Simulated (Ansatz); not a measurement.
Steps of a relaxation of `CO[As]([SiH3])OC` with RKS PBE-D4/def2-SVP.

```sh
$ ansatz run in.yaml --threads 2 --pin off --events-out ev --progress --plain --max-ram 32768MiB --backend cpu
```

```yaml
crystal:
  periodic: [false, false, false]
  atoms:
    - {symbol: C, position_ang: [-1.016000, -2.123800, 0.203200]}
    - {symbol: O, position_ang: [-0.305700, -1.015400, 0.685100]}
    - {symbol: As, position_ang: [-0.120800, 0.187000, -0.718500]}
    - {symbol: Si, position_ang: [2.263000, -0.229700, -0.835300]}
    - {symbol: O, position_ang: [0.176700, 1.591300, 0.438700]}
    - {symbol: C, position_ang: [-1.057800, 2.268100, 0.587300]}
    - {symbol: H, position_ang: [-0.508500, -2.586600, -0.639400]}
    - {symbol: H, position_ang: [-1.173200, -2.801600, 0.997900]}
    - {symbol: H, position_ang: [-2.062900, -1.710900, -0.095900]}
    - {symbol: H, position_ang: [2.768000, -0.219300, 0.544300]}
    - {symbol: H, position_ang: [2.393200, -1.563000, -1.415400]}
    - {symbol: H, position_ang: [2.853800, 0.799200, -1.640000]}
    - {symbol: H, position_ang: [-1.448800, 2.678300, -0.406900]}
    - {symbol: H, position_ang: [-1.848200, 1.582100, 1.038100]}
    - {symbol: H, position_ang: [-0.934900, 3.093700, 1.286100]}
basis:
  gaussian: {orbitals: def2-SVP}
hamiltonian: {xc: pbe, dispersion: d4}
relax: {f_tol: 0.03, max_steps: 200}
```

Positions (Å) and forces (eV/Å) along the path, 10 of 25 steps:

```xyz
15
step=1 energy=-74997.8092 eV
C    -1.016   -2.124    0.203   -1.904    2.274   -0.797
O    -0.306   -1.015    0.685    0.669    0.384   -0.139
As   -0.121    0.187   -0.719    0.888    0.210    0.764
Si    2.263   -0.230   -0.835   -1.268   -0.141    0.658
O     0.177    1.591    0.439   -0.171   -0.110   -0.699
C    -1.058    2.268    0.587   -1.005   -0.390   -0.440
H    -0.508   -2.587   -0.639    0.110   -0.732   -0.695
H    -1.173   -2.802    0.998   -0.104   -1.420    1.381
H    -2.063   -1.711   -0.096    0.864   -1.086   -0.133
H     2.768   -0.219    0.544    0.236    0.034    0.501
H     2.393   -1.563   -1.415    0.226   -0.736   -0.411
H     2.854    0.799   -1.640    0.741    0.869   -0.837
H    -1.449    2.678   -0.407    0.168   -0.212    0.796
H    -1.848    1.582    1.038    0.347    0.456   -0.338
H    -0.935    3.094    1.286    0.204    0.601    0.390
15
step=2 energy=-74998.2124 eV
C    -1.092   -2.181    0.204   -0.623    0.758   -0.462
O    -0.305   -1.076    0.631    0.155    0.033   -0.161
As   -0.041    0.199   -0.697   -0.270    0.212    0.037
Si    2.320   -0.214   -0.852   -0.182    0.043    0.444
O     0.140    1.695    0.368   -0.045   -0.416   -0.187
C    -1.102    2.348    0.613   -0.415   -0.178   -0.273
H    -0.623   -2.741   -0.633    0.038   -0.184   -0.036
H    -1.222   -2.855    1.056    0.049   -0.311    0.389
H    -2.131   -1.871   -0.139    0.518   -0.161    0.135
H     2.841   -0.190    0.544    0.165   -0.005    0.164
H     2.520   -1.569   -1.445   -0.045   -0.209   -0.099
H     3.019    0.788   -1.694    0.159    0.266   -0.235
H    -1.559    2.771   -0.326    0.137   -0.113    0.291
H    -1.861    1.665    1.084    0.219    0.166   -0.093
H    -0.927    3.183    1.315    0.140    0.099    0.086
15
step=5 energy=-74998.3052 eV
C    -1.148   -2.172    0.190    0.030   -0.031   -0.026
O    -0.238   -1.117    0.467   -0.046   -0.128   -0.013
As   -0.045    0.171   -0.843   -0.021   -0.006   -0.073
Si    2.339   -0.148   -0.814    0.032   -0.005    0.041
O     0.109    1.632    0.234    0.007    0.089    0.097
C    -1.089    2.297    0.618    0.006   -0.052   -0.034
H    -0.776   -2.868   -0.603   -0.043    0.063    0.089
H    -1.267   -2.766    1.123    0.009    0.059   -0.042
H    -2.160   -1.815   -0.122    0.042    0.017    0.013
H     2.823   -0.092    0.609   -0.033    0.003   -0.061
H     2.585   -1.522   -1.388    0.002    0.042    0.015
H     3.070    0.865   -1.659   -0.018   -0.013    0.016
H    -1.645    2.716   -0.254    0.004   -0.017    0.029
H    -1.779    1.631    1.187    0.035    0.017   -0.007
H    -0.801    3.139    1.283   -0.004   -0.039   -0.043
15
step=9 energy=-74998.3417 eV
C    -1.271   -2.047    0.202    0.056    0.028    0.005
O    -0.102   -1.240    0.294   -0.099   -0.054   -0.064
As    0.071    0.129   -0.931   -0.023   -0.025    0.025
Si    2.462   -0.083   -0.824   -0.008   -0.030    0.016
O     0.148    1.571    0.195   -0.037   -0.001   -0.006
C    -1.093    2.104    0.632   -0.029    0.031   -0.005
H    -1.136   -2.901   -0.507   -0.028    0.083    0.047
H    -1.478   -2.474    1.208    0.032    0.033   -0.026
H    -2.176   -1.473   -0.115    0.049   -0.047   -0.009
H     2.875   -0.019    0.616    0.014   -0.006    0.001
H     2.815   -1.422   -1.414    0.019    0.018   -0.003
H     3.148    0.996   -1.620   -0.019    0.003    0.011
H    -1.811    2.289   -0.208    0.077   -0.029    0.077
H    -1.594    1.440    1.377    0.038    0.058   -0.044
H    -0.880    3.078    1.125   -0.041   -0.061   -0.025
15
step=10 energy=-74998.3428 eV
C    -1.304   -2.004    0.207    0.056    0.008    0.046
O    -0.090   -1.264    0.231   -0.122   -0.095   -0.030
As    0.088    0.110   -0.979    0.102   -0.042    0.100
Si    2.479   -0.088   -0.804    0.057    0.081   -0.162
O     0.156    1.551    0.155   -0.027   -0.005   -0.014
C    -1.085    2.052    0.627   -0.014   -0.003   -0.006
H    -1.243   -2.886   -0.473    0.003    0.033    0.011
H    -1.499   -2.381    1.234    0.003    0.005   -0.003
H    -2.183   -1.392   -0.103   -0.012   -0.002   -0.018
H     2.903   -0.045    0.637   -0.054   -0.010   -0.015
H     2.927   -1.384   -1.441   -0.060    0.086    0.040
H     3.093    1.062   -1.566    0.031   -0.067    0.058
H    -1.846    2.168   -0.185    0.041   -0.008    0.045
H    -1.523    1.399    1.420    0.021    0.045   -0.041
H    -0.896    3.053    1.070   -0.026   -0.026   -0.010
15
step=12 energy=-74998.3534 eV
C    -1.310   -1.995    0.214   -0.025   -0.055    0.007
O    -0.071   -1.309    0.168    0.060   -0.007    0.028
As    0.100    0.110   -0.982   -0.058    0.007   -0.067
Si    2.488   -0.068   -0.829    0.036    0.021    0.042
O     0.158    1.525    0.181    0.036    0.026    0.013
C    -1.084    2.034    0.635   -0.016    0.005    0.030
H    -1.255   -2.959   -0.342   -0.015   -0.001    0.011
H    -1.551   -2.226    1.275   -0.014    0.010   -0.014
H    -2.159   -1.408   -0.210    0.013    0.011   -0.005
H     2.871   -0.121    0.622   -0.008   -0.019   -0.003
H     2.923   -1.326   -1.530    0.007    0.003   -0.013
H     3.140    1.117   -1.488   -0.005   -0.006   -0.019
H    -1.846    2.118   -0.178    0.005   -0.007   -0.007
H    -1.516    1.405    1.448   -0.013    0.012    0.001
H    -0.908    3.050    1.046   -0.002   -0.001   -0.004
15
step=19 energy=-74998.3523 eV rejected
C    -1.328   -1.948    0.186   -0.326   -0.153    0.171
O    -0.021   -1.457   -0.072   -0.077   -0.049    0.057
As    0.111    0.125   -0.999    0.028   -0.005   -0.050
Si    2.504   -0.043   -0.863    0.027   -0.004    0.007
O     0.159    1.407    0.317   -0.061   -0.017    0.019
C    -1.084    1.970    0.708   -0.015   -0.024    0.012
H    -1.280   -3.078    0.262   -0.042    0.680   -0.043
H    -1.733   -1.542    1.169    0.171   -0.283   -0.580
H    -2.057   -1.676   -0.639    0.265   -0.168    0.423
H     2.894   -0.235    0.574   -0.009    0.002   -0.015
H     2.967   -1.211   -1.690   -0.004    0.008    0.000
H     3.121    1.217   -1.407   -0.007   -0.008    0.002
H    -1.808    2.060   -0.138    0.031   -0.001    0.024
H    -1.573    1.370    1.513    0.018    0.033   -0.020
H    -0.894    2.989    1.108    0.002   -0.011   -0.006
15
step=20 energy=-74998.3697 eV rejected
C    -1.326   -1.951    0.195   -0.003   -0.049   -0.099
O    -0.028   -1.427   -0.027    0.011    0.035   -0.073
As    0.106    0.125   -1.006    0.109   -0.041    0.260
Si    2.506   -0.045   -0.858   -0.048   -0.009   -0.019
O     0.150    1.396    0.323    0.000    0.005   -0.112
C    -1.087    1.976    0.700   -0.008    0.030   -0.017
H    -1.273   -3.060    0.144   -0.024    0.009    0.006
H    -1.719   -1.673    1.199    0.023    0.041    0.020
H    -2.063   -1.606   -0.570   -0.024   -0.030    0.025
H     2.906   -0.228    0.576   -0.029    0.002    0.012
H     2.958   -1.223   -1.675    0.013   -0.003   -0.018
H     3.129    1.207   -1.413    0.001    0.008   -0.013
H    -1.815    2.032   -0.146   -0.005    0.014    0.023
H    -1.572    1.415    1.532    0.000   -0.015    0.005
H    -0.894    3.011    1.055   -0.014    0.004   -0.002
15
step=21 energy=-74998.3733 eV
C    -1.326   -1.954    0.195   -0.004   -0.001   -0.008
O    -0.025   -1.435   -0.029    0.004    0.004   -0.008
As    0.114    0.121   -0.995   -0.005   -0.002    0.008
Si    2.508   -0.048   -0.856   -0.004    0.003    0.008
O     0.154    1.422    0.302   -0.002   -0.007   -0.005
C    -1.089    1.981    0.693    0.005   -0.002   -0.003
H    -1.289   -3.062    0.116    0.001    0.006    0.007
H    -1.694   -1.694    1.214   -0.002    0.005   -0.004
H    -2.076   -1.583   -0.545    0.003   -0.010    0.002
H     2.896   -0.222    0.583    0.001   -0.001   -0.001
H     2.967   -1.229   -1.668   -0.001    0.000   -0.002
H     3.129    1.202   -1.418    0.000    0.002    0.000
H    -1.822    2.042   -0.146    0.001    0.001    0.002
H    -1.562    1.398    1.518   -0.001    0.003    0.003
H    -0.907    3.011    1.065    0.002    0.000    0.000
15
step=25 energy=-74998.3750 eV
C    -1.329   -1.952    0.185    0.004   -0.005    0.001
O    -0.025   -1.447   -0.055   -0.004   -0.005    0.001
As    0.110    0.123   -0.996    0.009   -0.001   -0.013
Si    2.504   -0.045   -0.861    0.002    0.000    0.001
O     0.154    1.402    0.321   -0.004    0.004    0.004
C    -1.083    1.977    0.708    0.006    0.004    0.002
H    -1.273   -3.060    0.232   -0.002   -0.001    0.002
H    -1.738   -1.587    1.155   -0.003    0.000    0.002
H    -2.055   -1.679   -0.618   -0.001   -0.001   -0.002
H     2.891   -0.246    0.575    0.001   -0.001   -0.001
H     2.967   -1.207   -1.697    0.000    0.000   -0.001
H     3.120    1.218   -1.397   -0.001    0.000    0.000
H    -1.816    2.036   -0.131   -0.003    0.001   -0.002
H    -1.559    1.407    1.540   -0.003    0.000    0.004
H    -0.890    3.010    1.068   -0.002    0.003    0.001
```

Run time 77 s (2 threads of an AMD EPYC 7R13 on a shared host); peak host memory 0.24 GiB.
